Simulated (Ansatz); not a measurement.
Ansatz (a first-principles code) input file for C2H3ClF2Si, SMILES F[SiH](F)/C=C\Cl, PBE-D3(BJ)/def2-SVP. 

Ansatz 0.2 input:
```yaml
crystal:
  periodic: [false, false, false]
  atoms:
    - {symbol: F, position_ang: [2.03950639, -1.54180113, -0.40656996]}
    - {symbol: Si, position_ang: [1.07183556, -0.29756437, -0.13711896]}
    - {symbol: F, position_ang: [1.16559018, 0.50658080, -1.51611478]}
    - {symbol: C, position_ang: [-0.65325137, -0.99176333, 0.09267701]}
    - {symbol: C, position_ang: [-1.71053419, -0.29520879, 0.48303682]}
    - {symbol: Cl, position_ang: [-1.63552324, 1.37877647, 0.84532406]}
    - {symbol: H, position_ang: [1.64389661, 0.52046427, 0.90179545]}
    - {symbol: H, position_ang: [-0.80821352, -2.04407538, -0.10469336]}
    - {symbol: H, position_ang: [-2.70064191, -0.71087217, 0.60193373]}
basis:
  gaussian:
    orbitals: def2-SVP
hamiltonian:
  xc: pbe
  dispersion: d3bj
relax: {f_tol: 0.002, max_steps: 200}
```

It prints:

```
WARN ansatz: RAYON_NUM_THREADS=1 ignored (pool sized by the plan → 1); use --threads N
Functional definition: PBE
integrals: 0.05 GiB planned
1177 factors; their error is unknown
mean field: 0.28 GiB planned
mean field evaluation 1: about -27919.5094 eV, gradient 6.9e1 eV
mean field evaluation 2: about -27899.0268 eV, gradient 1.1e2 eV
mean field evaluation 4: about -27929.6654 eV, gradient 1.4e1 eV
mean field evaluation 8: about -27930.1646 eV, gradient 2.2e-1 eV
mean field evaluation 16: about -27930.0841 eV, gradient 8.0e-4 eV
mean field -27930.08408843 eV, -1026.4116585588 hartree, gradient 6.3e-5 eV, S^2 0.000000; 0 other end points of the search recorded, 0 dependent functions left out
the calculation of the forces begins
reference -27930.08412090 eV, -1026.4116597521 hartree; 32, 32 occupied and 75, 75 virtual orbitals, 1177 factors
relax step   1: F+E_penalty+E_count = -27930.30401154 eV  Δ(F+E_penalty+E_count) = +0.000e0 eV  max|allowed force component| = 1.329e0 eV/Å  Δτ_max = 0.0000 Å  (27 SCF iters, accepted)
these checks for a lower state are left out or cut short: starts, cluster_reference, orbital_swaps, neighbouring_geometries, increment
integrals: 0.05 GiB planned
1177 factors; their error is unknown
mean field: 0.28 GiB planned
mean field -27930.19468076 eV, -1026.4157227521 hartree, gradient 1.1e-5 eV, S^2 0.000000; 0 other end points of the search recorded, 0 dependent functions left out
the calculation of the forces begins
reference -27930.19471341 eV, -1026.4157239518 hartree; 32, 32 occupied and 75, 75 virtual orbitals, 1177 factors
relax step   2: F+E_penalty+E_count = -27930.41348148 eV  Δ(F+E_penalty+E_count) = -1.095e-1 eV  max|allowed force component| = 5.716e-1 eV/Å  Δτ_max = 0.0454 Å  (30 SCF iters, accepted)
these checks for a lower state are left out or cut short: starts, cluster_reference, orbital_swaps, neighbouring_geometries, increment
integrals: 0.05 GiB planned
1177 factors; their error is unknown
mean field: 0.28 GiB planned
mean field evaluation 32: about -27930.2126 eV, gradient 1.2e-5 eV
mean field -27930.21258868 eV, -1026.4163808560 hartree, gradient 1.2e-5 eV, S^2 0.000000; 0 other end points of the search recorded, 0 dependent functions left out
the calculation of the forces begins
reference -27930.21262135 eV, -1026.4163820564 hartree; 32, 32 occupied and 75, 75 virtual orbitals, 1177 factors
relax step   3: F+E_penalty+E_count = -27930.43107238 eV  Δ(F+E_penalty+E_count) = -1.759e-2 eV  max|allowed force component| = 3.028e-1 eV/Å  Δτ_max = 0.0530 Å  (29 SCF iters, accepted)
these checks for a lower state are left out or cut short: starts, cluster_reference, orbital_swaps, neighbouring_geometries, increment
integrals: 0.05 GiB planned
1177 factors; their error is unknown
mean field: 0.28 GiB planned
mean field -27930.21034606 eV, -1026.4162984411 hartree, gradient 1.3e-5 eV, S^2 0.000000; 0 other end points of the search recorded, 0 dependent functions left out
the calculation of the forces begins
reference -27930.21037873 eV, -1026.4162996419 hartree; 32, 32 occupied and 75, 75 virtual orbitals, 1177 factors
relax step   4: F+E_penalty+E_count = -27930.42873520 eV  Δ(F+E_penalty+E_count) = +2.337e-3 eV  max|allowed force component| = 3.023e-1 eV/Å  Δτ_max = 0.0152 Å  (30 SCF iters, rejected (line search))
these checks for a lower state are left out or cut short: starts, cluster_reference, orbital_swaps, neighbouring_geometries, increment
integrals: 0.05 GiB planned
1177 factors; their error is unknown
mean field: 0.28 GiB planned
mean field -27930.21577773 eV, -1026.4164980515 hartree, gradient 1.2e-5 eV, S^2 0.000000; 0 other end points of the search recorded, 0 dependent functions left out
the calculation of the forces begins
reference -27930.21581040 eV, -1026.4164992519 hartree; 32, 32 occupied and 75, 75 virtual orbitals, 1177 factors
relax step   5: F+E_penalty+E_count = -27930.43427617 eV  Δ(F+E_penalty+E_count) = -3.204e-3 eV  max|allowed force component| = 2.141e-1 eV/Å  Δτ_max = 0.0074 Å  (31 SCF iters, accepted)
these checks for a lower state are left out or cut short: starts, cluster_reference, orbital_swaps, neighbouring_geometries, increment
integrals: 0.05 GiB planned
1177 factors; their error is unknown
mean field: 0.28 GiB planned
mean field -27930.21691095 eV, -1026.4165396963 hartree, gradient 1.2e-5 eV, S^2 0.000000; 0 other end points of the search recorded, 0 dependent functions left out
the calculation of the forces begins
reference -27930.21694360 eV, -1026.4165408963 hartree; 32, 32 occupied and 75, 75 virtual orbitals, 1177 factors
relax step   6: F+E_penalty+E_count = -27930.43593459 eV  Δ(F+E_penalty+E_count) = -1.658e-3 eV  max|allowed force component| = 9.810e-2 eV/Å  Δτ_max = 0.0744 Å  (29 SCF iters, accepted)
these checks for a lower state are left out or cut short: starts, cluster_reference, orbital_swaps, neighbouring_geometries, increment
integrals: 0.05 GiB planned
1177 factors; their error is unknown
mean field: 0.28 GiB planned
mean field -27930.21954396 eV, -1026.4166364577 hartree, gradient 1.1e-5 eV, S^2 0.000000; 0 other end points of the search recorded, 0 dependent functions left out
the calculation of the forces begins
reference -27930.21957662 eV, -1026.4166376582 hartree; 32, 32 occupied and 75, 75 virtual orbitals, 1177 factors
relax step   7: F+E_penalty+E_count = -27930.43824878 eV  Δ(F+E_penalty+E_count) = -2.314e-3 eV  max|allowed force component| = 9.755e-2 eV/Å  Δτ_max = 0.0382 Å  (30 SCF iters, accepted)
these checks for a lower state are left out or cut short: starts, cluster_reference, orbital_swaps, neighbouring_geometries, increment
integrals: 0.05 GiB planned
1177 factors; their error is unknown
mean field: 0.28 GiB planned
mean field evaluation 64: about -27930.2200 eV, gradient 5.5e-5 eV
mean field -27930.22001946 eV, -1026.4166539322 hartree, gradient 1.1e-5 eV, S^2 0.000000; 0 other end points of the search recorded, 0 dependent functions left out
the calculation of the forces begins
reference -27930.22005214 eV, -1026.4166551330 hartree; 32, 32 occupied and 75, 75 virtual orbitals, 1177 factors
relax step   8: F+E_penalty+E_count = -27930.43865170 eV  Δ(F+E_penalty+E_count) = -4.029e-4 eV  max|allowed force component| = 1.311e-2 eV/Å  Δτ_max = 0.0171 Å  (30 SCF iters, accepted)
these checks for a lower state are left out or cut short: starts, cluster_reference, orbital_swaps, neighbouring_geometries, increment
integrals: 0.05 GiB planned
1177 factors; their error is unknown
mean field: 0.28 GiB planned
mean field -27930.22005915 eV, -1026.4166553907 hartree, gradient 1.1e-5 eV, S^2 0.000000; 0 other end points of the search recorded, 0 dependent functions left out
the calculation of the forces begins
reference -27930.22009183 eV, -1026.4166565917 hartree; 32, 32 occupied and 75, 75 virtual orbitals, 1177 factors
relax step   9: F+E_penalty+E_count = -27930.43870909 eV  Δ(F+E_penalty+E_count) = -5.739e-5 eV  max|allowed force component| = 8.278e-3 eV/Å  Δτ_max = 0.0096 Å  (30 SCF iters, accepted)
these checks for a lower state are left out or cut short: starts, cluster_reference, orbital_swaps, neighbouring_geometries, increment
integrals: 0.05 GiB planned
1177 factors; their error is unknown
mean field: 0.28 GiB planned
mean field -27930.21997345 eV, -1026.4166522411 hartree, gradient 1.1e-5 eV, S^2 0.000000; 0 other end points of the search recorded, 0 dependent functions left out
the calculation of the forces begins
reference -27930.22000613 eV, -1026.4166534423 hartree; 32, 32 occupied and 75, 75 virtual orbitals, 1177 factors
relax step  10: F+E_penalty+E_count = -27930.43874791 eV  Δ(F+E_penalty+E_count) = -3.882e-5 eV  max|allowed force component| = 4.823e-3 eV/Å  Δτ_max = 0.0065 Å  (31 SCF iters, accepted)
these checks for a lower state are left out or cut short: starts, cluster_reference, orbital_swaps, neighbouring_geometries, increment
integrals: 0.05 GiB planned
1177 factors; their error is unknown
mean field: 0.28 GiB planned
mean field -27930.21993252 eV, -1026.4166507372 hartree, gradient 1.1e-5 eV, S^2 0.000000; 0 other end points of the search recorded, 0 dependent functions left out
the calculation of the forces begins
reference -27930.21996521 eV, -1026.4166519385 hartree; 32, 32 occupied and 75, 75 virtual orbitals, 1177 factors
relax step  11: F+E_penalty+E_count = -27930.43877864 eV  Δ(F+E_penalty+E_count) = -3.073e-5 eV  max|allowed force component| = 7.239e-3 eV/Å  Δτ_max = 0.0118 Å  (30 SCF iters, accepted)
these checks for a lower state are left out or cut short: starts, cluster_reference, orbital_swaps, neighbouring_geometries, increment
integrals: 0.05 GiB planned
1177 factors; their error is unknown
mean field: 0.28 GiB planned
mean field -27930.21991331 eV, -1026.4166500311 hartree, gradient 2.2e-5 eV, S^2 0.000000; 0 other end points of the search recorded, 0 dependent functions left out
the calculation of the forces begins
reference -27930.21994600 eV, -1026.4166512323 hartree; 32, 32 occupied and 75, 75 virtual orbitals, 1177 factors
relax step  12: F+E_penalty+E_count = -27930.43878059 eV  Δ(F+E_penalty+E_count) = -1.948e-6 eV  max|allowed force component| = 5.485e-3 eV/Å  Δτ_max = 0.0038 Å  (22 SCF iters, accepted)
these checks for a lower state are left out or cut short: starts, cluster_reference, orbital_swaps, neighbouring_geometries, increment
integrals: 0.05 GiB planned
1177 factors; their error is unknown
mean field: 0.28 GiB planned
mean field evaluation 96: about -27930.3000 eV, gradient 3.4e-4 eV
mean field -27930.21989493 eV, -1026.4166493555 hartree, gradient 1.2e-5 eV, S^2 0.000000; 0 other end points of the search recorded, 0 dependent functions left out
the calculation of the forces begins
reference -27930.21992761 eV, -1026.4166505567 hartree; 32, 32 occupied and 75, 75 virtual orbitals, 1177 factors
relax step  13: F+E_penalty+E_count = -27930.43877344 eV  Δ(F+E_penalty+E_count) = +7.155e-6 eV  max|allowed force component| = 7.611e-3 eV/Å  Δτ_max = 0.0049 Å  (31 SCF iters, rejected (line search))
these checks for a lower state are left out or cut short: starts, cluster_reference, orbital_swaps, neighbouring_geometries, increment
integrals: 0.05 GiB planned
1177 factors; their error is unknown
mean field: 0.28 GiB planned
mean field -27930.21992181 eV, -1026.4166503436 hartree, gradient 4.7e-5 eV, S^2 0.000000; 0 other end points of the search recorded, 0 dependent functions left out
the calculation of the forces begins
reference -27930.21995450 eV, -1026.4166515448 hartree; 32, 32 occupied and 75, 75 virtual orbitals, 1177 factors
relax step  14: F+E_penalty+E_count = -27930.43878467 eV  Δ(F+E_penalty+E_count) = -4.079e-6 eV  max|allowed force component| = 2.302e-3 eV/Å  Δτ_max = 0.0007 Å  (19 SCF iters, accepted)
these checks for a lower state are left out or cut short: starts, cluster_reference, orbital_swaps, neighbouring_geometries, increment
integrals: 0.05 GiB planned
1177 factors; their error is unknown
mean field: 0.28 GiB planned
mean field -27930.21992553 eV, -1026.4166504801 hartree, gradient 2.3e-5 eV, S^2 0.000000; 0 other end points of the search recorded, 0 dependent functions left out
the calculation of the forces begins
reference -27930.21995821 eV, -1026.4166516813 hartree; 32, 32 occupied and 75, 75 virtual orbitals, 1177 factors
relax step  15: F+E_penalty+E_count = -27930.43878483 eV  Δ(F+E_penalty+E_count) = -1.599e-7 eV  max|allowed force component| = 3.099e-4 eV/Å  Δτ_max = 0.0002 Å  (18 SCF iters, accepted)
integrals: 0.05 GiB planned
1177 factors; their error is unknown
mean field: 0.28 GiB planned
mean field evaluation 128: about -27930.2199 eV, gradient 6.1e-5 eV
mean field -27930.21992553 eV, -1026.4166504801 hartree, gradient 2.3e-5 eV, S^2 0.000000; 1 other end points of the search recorded, 0 dependent functions left out
the calculation of the forces begins
reference -27930.21995821 eV, -1026.4166516813 hartree; 32, 32 occupied and 75, 75 virtual orbitals, 1177 factors
Total energy: -27930.43881752 eV, -1026.4246946123 hartree
Atom 0 at     2.065858    -1.590383    -0.376240 Å, force    -0.000060     0.000026    -0.000006 eV/Å
Atom 1 at     1.073315    -0.311200    -0.176961 Å, force     0.000228     0.000030    -0.000182 eV/Å
Atom 2 at     1.161335     0.565933    -1.547774 Å, force    -0.000078    -0.000080     0.000060 eV/Å
Atom 3 at    -0.636226    -1.002081     0.065413 Å, force     0.000310     0.000277    -0.000003 eV/Å
Atom 4 at    -1.697521    -0.290478     0.488367 Å, force     0.000006     0.000042    -0.000035 eV/Å
Atom 5 at    -1.628041     1.414856     0.829052 Å, force    -0.000069    -0.000210    -0.000046 eV/Å
Atom 6 at     1.586871     0.523850     0.944216 Å, force    -0.000000     0.000045     0.000145 eV/Å
Atom 7 at    -0.809729    -2.076503    -0.121686 Å, force    -0.000191    -0.000234    -0.000025 eV/Å
Atom 8 at    -2.703198    -0.709456     0.655881 Å, force    -0.000146     0.000103     0.000093 eV/Å
Dipole moment:    -0.402806    -0.138005     0.255290 e Å
```

The run converged.

Cost: around 40 core-seconds (rough).
